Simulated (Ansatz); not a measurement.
Mulliken charges of ClH4NOSSi (`N[Si](O)(S)Cl`) from ωB97M-V/def2-TZVPP in Ansatz (PBE0-D4/def2-TZVP geometry).

| atom | x (Å) | y (Å) | z (Å) | charge (e) |
| --- | --- | --- | --- | --- |
| N1 | 0.782 | 1.079 | 0.535 | -0.340 |
| Si2 | -0.172 | -0.235 | 0.078 | 0.606 |
| O3 | 0.395 | -1.667 | 0.622 | -0.355 |
| S4 | -0.254 | -0.390 | -2.035 | -0.254 |
| Cl5 | -2.034 | 0.076 | 0.896 | -0.227 |
| H6 | 1.655 | 1.263 | 0.070 | 0.129 |
| H7 | 0.745 | 1.457 | 1.467 | 0.126 |
| H8 | -0.177 | -2.432 | 0.543 | 0.187 |
| H9 | -0.852 | 0.803 | -2.193 | 0.128 |

**Question.** By hand: the dipole of these point charges (1 e Å = 4.8032 D).

**Answer.** Σ q r = (0.181, 0.159, -0.027) e Å, of length 0.242 e Å = 1.16 D.

**Question.** How does the dipole of the full density compare? (Estimate.)

**Answer.** Computed: (0.174, 0.108, 0.069) e Å, 1.04 D; the point charges give 1.12 times that, at 27° from its direction.

Point charges leave out the atoms' own dipoles, such as those of lone pairs, and Mulliken's split depends on the basis, so the two needn't agree.
